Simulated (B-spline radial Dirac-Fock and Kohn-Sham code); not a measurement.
How the levels of tungsten move as electrons are removed

Model: Dirac-Fock (average of configuration) total-energy differences with a finite nucleus, the Breit interaction including its frequency dependence, and self-energy and vacuum-polarisation corrections. Program: a B-spline atomic structure program. Each ion is free and in its tabulated ground configuration. Electron correlation is not included.

Reference: W³¹⁺, [Kr] 4d7, with L1 13314.1 eV, L2 12749.1 eV, M1 4019.2 eV, M5 3001.8 eV, N1 1663.5 eV. Shifts from it, in eV (a dash: the subshell is empty, belongs to an open shell averaged over j, or its hole state is left out as unreliable):

```csv
ion,configuration,L1,L2,M1,M5,N1
W³²⁺,[Kr] 4d6,+69.7,+70.1,+63.7,+64.2,+51.5
W³³⁺,[Kr] 4d5,+140.6,+141.4,+128.2,+129.3,+103.6
W³⁴⁺,[Kr] 4d4,+212.6,+213.8,+193.6,+195.4,+156.2
W³⁵⁺,[Kr] 4d3,+285.7,+287.4,+259.9,+262.3,+209.4
W³⁶⁺,[Kr] 4d2,+360.0,+362.2,+327.1,+330.2,+263.1
W³⁷⁺,[Kr] 4d1,+435.4,+438.1,+395.1,+398.9,+317.4
W³⁸⁺,[Ar] 3d10 4s2 4p6,+511.9,+515.2,+464.1,+468.6,+372.2
W³⁹⁺,[Ar] 3d10 4s2 4p5,+589.0,+593.1,+532.8,+538.6,+423.8
W⁴⁰⁺,[Ar] 3d10 4s2 4p4,?,?,?,?,?
```

Problem. Give the missing shifts for W⁴⁰⁺.

Solution. L1 +667.0, L2 +672.1, M1 +602.3, M5 +609.3, N1 +475.8 (eV).

Values without a named source are computed, but for edge energies of neutral atoms, which are taken from tables.
